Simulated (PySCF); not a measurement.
A calculated (B3LYP, PySCF 2.14, def2-SVP, the non-relativistic Hamiltonian (point nucleus)) atom or ion has these occupied shells.

| shell | electrons | orbital energy (eV) | rms radius, mean of both spins (bohr) |
| --- | --- | --- | --- |
| 1s α | 1 | -11597.6 | 0.0537 |
| 1s β | 1 | -11597.4 | 0.0537 |
| 2s α | 1 | -1475.1 | 0.224 |
| 2s β | 1 | -1475.1 | 0.224 |
| 2p α | 3 | -1320.1 | 0.198 |
| 2p β | 3 | -1320.0 | 0.198 |
| 3s α | 1 | -200.92 | 0.653 |
| 3s β | 1 | -200.75 | 0.653 |
| 3p α | 3 | -148.10 | 0.673 |
| 3p β | 3 | -147.90 | 0.673 |
| 3d α | 5 | -55.227 | 0.755 |
| 3d β | 5 | -55.027 | 0.755 |
| 4s α | 1 | -24.963 | 2.05 |
| 4s β | 1 | -22.913 | 2.05 |
| 4p α | 2 | -14.983 | 2.50 |

Problem. Name the element and its charge.

Solution. As⁺ (arsenic, charge +1), in [Ar] 3d10 4s2 4p2, high-spin 3P determinant.
